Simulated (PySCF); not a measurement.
Job file and geometry (Å, from GFN2-xTB) of an NMR shielding run on SMILES [Si@H](O[C@@H](C)C=O)(O)N(C)C, C$_{5}$H$_{13}$NO$_{3}$Si, PySCF 2.14.0, density-fitted response routines, GIAO PBE0/pcSseg-1 NMR shielding, non-relativistic, gas phase; density fitting, a coarse starting grid and PySCF grid level 2 are the driver's defaults:

```
$ OMP_NUM_THREADS=1 python probes_run.py task.json out

{"job": {"kind": "nmr", "xc": "PBE0", "basis": "pcSseg-1"}, "charge": 0, "multiplicity": 1}
C      2.612527    -1.729932    -0.082363
C      2.016361    -0.320820     0.009035
C      2.627999     0.569489    -1.042788
O      2.013148     1.281249    -1.785244
O      0.640096    -0.386449    -0.064394
Si    -0.431801     0.824653    -0.299375
O     -0.847459     1.118014    -1.839193
N     -1.853505     0.161093     0.378528
C     -3.130278     0.740782     0.057214
C     -1.863969    -0.541590     1.635323
H      2.362782    -2.167414    -1.045153
H      3.692084    -1.697816     0.035824
H      2.184424    -2.351220     0.698478
H      2.315406     0.131094     0.974625
H      3.733102     0.521287    -1.070248
H      0.074700     2.057343     0.323641
H     -0.146364     1.344879    -2.447036
H     -3.896279    -0.038598     0.021083
H     -3.434145     1.486224     0.803408
H     -3.065156     1.222008    -0.911971
H     -0.886711    -0.980567     1.809615
H     -2.610811    -1.340464     1.605613
H     -2.110903     0.123739     2.473099
```

Question: What does the program print?

Answer: 
```
coarse grid: 19440 points
cycle   1  E = -767.2912915622  dE =  1.508e+00  |g| = 1.179e+00  |ddm| = 4.197e+00
cycle   2  E = -766.7583230292  dE =  5.330e-01  |g| = 2.054e+00  |ddm| = 2.594e+00
cycle   3  E = -767.5349525569  dE = -7.766e-01  |g| = 2.748e-01  |ddm| = 1.901e+00
cycle   4  E = -767.5479536545  dE = -1.300e-02  |g| = 1.091e-01  |ddm| = 2.557e-01
cycle   5  E = -767.5499580643  dE = -2.004e-03  |g| = 2.309e-02  |ddm| = 8.912e-02
cycle   6  E = -767.5500653130  dE = -1.072e-04  |g| = 6.145e-03  |ddm| = 1.997e-02
cycle   7  E = -767.5500728704  dE = -7.557e-06  |g| = 1.623e-03  |ddm| = 5.488e-03
final grid: 182424 points
cycle   8  E = -767.6380283151  dE = -2.588e-05  |g| = 1.616e-02  |ddm| = 2.949e-02
cycle   9  E = -767.6379362252  dE =  9.209e-05  |g| = 2.753e-02  |ddm| = 2.884e-02
cycle  10  E = -767.6380765383  dE = -1.403e-04  |g| = 3.476e-03  |ddm| = 1.935e-02
cycle  11  E = -767.6380788632  dE = -2.325e-06  |g| = 4.563e-04  |ddm| = 2.467e-03
cycle  12  E = -767.6380788969  dE = -3.368e-08  |g| = 1.712e-04  |ddm| = 4.856e-04
cycle  13  E = -767.6380789026  dE = -5.728e-09  |g| = 3.644e-05  |ddm| = 1.529e-04
cycle  14  E = -767.6380789028  dE = -2.628e-10  |g| = 1.220e-05  |ddm| = 4.515e-05
converged SCF energy = -767.6380789028

GIAO shielding tensors (ppm)
atom      isotropic    diamagn.    paramagn.     s11        s22        s33       span
  0 C      168.025     247.774     -79.750    150.666    166.999    186.409     35.743
  1 C      106.959     243.864    -136.905     78.784     95.663    146.432     67.648
  2 C      -25.795     250.841    -276.636   -127.891    -36.770     87.275    215.167
  3 O     -303.068     406.309    -709.377   -871.395   -409.287    371.477   1242.872
  4 O      264.951     406.425    -141.474    198.390    268.776    327.686    129.296
  5 Si     398.119     885.793    -487.673    373.030    396.172    425.155     52.125
  6 O      269.619     392.717    -123.098    240.637    263.773    304.446     63.808
  7 N      237.984     330.233     -92.249    214.691    226.669    272.593     57.901
  8 C      148.541     242.597     -94.055    124.694    134.689    186.241     61.547
  9 C      148.477     246.796     -98.319    125.080    134.514    185.837     60.757
 10 H       30.380      30.371       0.009     26.435     29.092     35.612      9.177
 11 H       30.277      28.457       1.820     26.205     27.308     37.318     11.113
 12 H       29.826      30.281      -0.456     25.597     28.943     34.938      9.342
 13 H       27.109      31.741      -4.632     21.363     28.010     31.954     10.592
 14 H       21.949      27.326      -5.376     19.469     21.034     25.345      5.875
 15 H       26.965      33.887      -6.921     23.983     25.297     31.616      7.633
 16 H       28.443      34.029      -5.587     19.655     23.647     42.027     22.372
 17 H       29.399      28.400       0.999     24.919     26.763     36.514     11.595
 18 H       29.473      28.083       1.390     24.734     26.944     36.741     12.007
 19 H       28.224      29.353      -1.129     21.942     29.037     33.694     11.752
 20 H       28.551      33.556      -5.005     22.219     29.890     33.543     11.324
 21 H       29.363      30.797      -1.434     25.167     26.651     36.271     11.104
 22 H       29.481      30.670      -1.189     25.026     26.809     36.609     11.584
```

Size and cost of the density-fitted run: 242 basis functions, 2.9 min wall time on 1 thread of an Intel Xeon, shared host; peak memory 1 GiB.
